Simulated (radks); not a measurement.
Values are calculated unless marked as measured or tabulated.
Problem. Species: Au4+. Configuration: [Xe] 4f14 5d7. Level of theory: Dirac Kohn-Sham, PBE, spin-unpolarised, spherical densities, finite nucleus; open shells fill j = l - 1/2 first; Fermi nuclear charge, rms radius 5.4371 fm (a radial shooting solver on a logarithmic mesh with Libxc functionals). Some entries of the table are withheld. Estimate them.

orbital  occ.  eigenvalue (Ry)  <r> (bohr)  <1/r> (bohr^-1)
1s1/2       2        -5928.569     0.01687            95.68
2s1/2       2        -1048.457     0.07047            23.52
2p1/2       2        -1005.875     0.05798            23.49
2p3/2       4        -870.9706     0.06653            19.14
3s1/2       2        -250.3927      0.1833            8.634
3p1/2       2        -231.1747      0.1736            8.549
3p3/2       4        -201.4048      0.1893            7.416
3d3/2       4        -169.3858      0.1648            7.314
3d5/2       6        -162.9868      0.1696            7.055
4s1/2       2              (1)      0.4069            3.653
4p1/2       2        -49.15173      0.4094            3.544
4p3/2       4        -42.01227      0.4434            3.151
4d3/2       4        -28.55116      0.4518            2.948
4d5/2       6        -27.22119      0.4630            2.857
5s1/2       2        -11.74739      0.9224            1.486
4f5/2       6         -9.95871      0.4944            2.483
4f7/2       8         -9.67811      0.5014            2.447
5p1/2       2         -9.06004         (2)            1.364
5p3/2       4         -7.81215         (3)            1.225
5d3/2       4         -4.11271         (4)           0.9538
5d5/2       3         -3.96644         (5)           0.9243

Solution. 
(1) 4s1/2 eigenvalue (Ry): -57.36281
(2) 5p1/2 <r> (bohr): 0.9919
(3) 5p3/2 <r> (bohr): 1.082
(4) 5d3/2 <r> (bohr): 1.363
(5) 5d5/2 <r> (bohr): 1.401
